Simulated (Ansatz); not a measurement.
Job for Ansatz (a quantum-chemistry and plane-wave program): R-wB97M-V/def2-TZVPPD on H2 (SMILES [H][H]). The basis file is the Basis Set Exchange's JSON of that set.

Ansatz 0.2 input:
```yaml
crystal:
  periodic: [false, false, false]
  atoms:
    - {symbol: H, position_ang: [0.00000000, 0.00000000, 0.37198582]}
    - {symbol: H, position_ang: [-0.00000000, -0.00000000, -0.37198582]}
basis:
  gaussian:
    orbitals: def2-TZVPPD.json
hamiltonian:
  xc: {name: wB97M-V}
scf: {lower_state_search: off}
```

What total energy does the run end on?

-1.1614 hartree.
